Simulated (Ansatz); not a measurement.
[Ho(H2O)6]3+ (HoO6H12³⁺). Total charge 3; quintet. Geometry PBE-D4/def2-SVP, basis def2-TZVP, Ansatz.

| atom | x (Å) | y (Å) | z (Å) |
| --- | --- | --- | --- |
| Ho1 | -0.001 | 0.001 | 0.000 |
| O2 | 0.002 | 1.254 | 1.946 |
| H3 | -0.540 | 1.116 | 2.760 |
| H4 | 0.544 | 2.052 | 2.157 |
| O5 | -0.004 | -1.254 | -1.946 |
| H6 | -0.546 | -2.052 | -2.155 |
| H7 | 0.537 | -1.116 | -2.760 |
| O8 | -1.655 | 1.365 | -0.872 |
| H9 | -2.092 | 2.141 | -0.446 |
| H10 | -2.089 | 1.306 | -1.757 |
| O11 | 1.655 | -1.361 | 0.873 |
| H12 | 2.093 | -1.297 | 1.756 |
| H13 | 2.088 | -2.141 | 0.451 |
| O14 | -1.617 | -1.393 | 0.898 |
| H15 | -1.485 | -2.218 | 1.424 |
| H16 | -2.598 | -1.302 | 0.844 |
| O17 | 1.618 | 1.389 | -0.900 |
| H18 | 2.600 | 1.297 | -0.843 |
| H19 | 1.489 | 2.212 | -1.430 |

```csv
run,HOMO (eV),LUMO (eV)
A,-20.74,-18.88
B,-20.83,-18.59
C,-22.45,-15.28
D,-22.86,-14.86
E,-21.21,-17.00
```

In the def2 sets Ho takes a core potential; there is no spin–orbit coupling. HSE06 is defined as in plane-wave codes, on full-range PBE exchange. With an open 4f shell the SCF may have ended on a state above the lowest. No other spin state of charge 3 was run.

HOMO and LUMO are taken over both spins.

Question: The runs used BLYP, HSE06, PBE, PBE0, r2SCAN. Estimate which is which.

Answer: A PBE (0 % exact exchange); B BLYP (0 % exact exchange); C HSE06 (range-separated); D PBE0 (25 % exact exchange); E r2SCAN (0 % exact exchange). Exact exchange lowers occupied and raises empty levels; among semilocal functionals meta-GGAs tend to open the gap a little, and such runs are hard to tell apart. The gap grows from 1.87 eV (PBE) to 8.01 eV (PBE0).
